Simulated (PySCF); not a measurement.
# B⁺: excitation energy

B⁺ [He] 2s2 (1S) → B⁺ [He] 2s1 3s1 (3S), as a difference of total energies. All numbers are calculated (PySCF 2.14, the non-relativistic Hamiltonian (point nucleus), in aug-cc-pVDZ (4s3p2d, 23 functions)). Correlated levels: valence: 1s2 frozen. The calculations carry no spin-orbit coupling.

```csv
method,excitation energy (eV)
UHF,14.843
MP2 (valence),15.655
SCS-MP2 (valence),15.884
CCSD (valence),16.234
```

Q: How much does correlation contribute at MP2 (valence)?

A: 15.655 − (14.843) = 0.812 eV, measured against UHF.

Errors of the correlated levels include the incompleteness of this basis and the frozen core.

The promoted electron is Rydberg-like, and one or two diffuse shells describe it only roughly, which tends to raise the upper state.

With two correlated electrons CCSD is exact in that space.

The coupled-cluster amplitudes are large for the lower state (T1 above 0.03 or a double amplitude above 0.15), so a single reference is strained.

For comparison: 16.090 eV (measured; NIST levels).
